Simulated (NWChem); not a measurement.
System: PbN₂H₄, singlet; SMILES [NH2][Pb][NH2]

```xyz
7

Pb     0.0000     0.0000     0.2804
N     -1.5500     0.0000    -1.1911
H     -2.5388     0.0000    -0.9635
H     -1.4110     0.0000    -2.1969
N      1.5500     0.0000    -1.1911
H      1.4110     0.0000    -2.1969
H      2.5388     0.0000    -0.9635
```
Atoms are numbered in this order, from 1.

Low-valent species are run as closed-shell singlets; no triplet was tried in these runs. The geometry was optimised at PBE0/def2-SVP. Not confirmed as a minimum by frequencies. def2 effective core potentials on Pb; no spin-orbit coupling.

Symmetry labels are those of C2v in the frame above (b1 and b2, or b-type labels, depend on it).

Task: List the 4 lowest vertical singlet excitations from CAM-B3LYP/def2-SVPD with def2 effective core potentials on Pb, TDA (NWChem).

Result: 
| state | energy (eV) | oscillator strength | symmetry | leading excitation (squared amplitude) |
|---|---|---|---|---|
| S1 | 4.54 | 0.059 | b1 | HOMO → LUMO (0.93) |
| S2 | 5.05 | 0.070 | b2 | HOMO−2 → LUMO (0.96) |
| S3 | 5.37 | 0.052 | a1 | HOMO−1 → LUMO (0.91) |
| S4 | 5.41 | 0.051 | b2 | HOMO → LUMO+1 (0.92) |
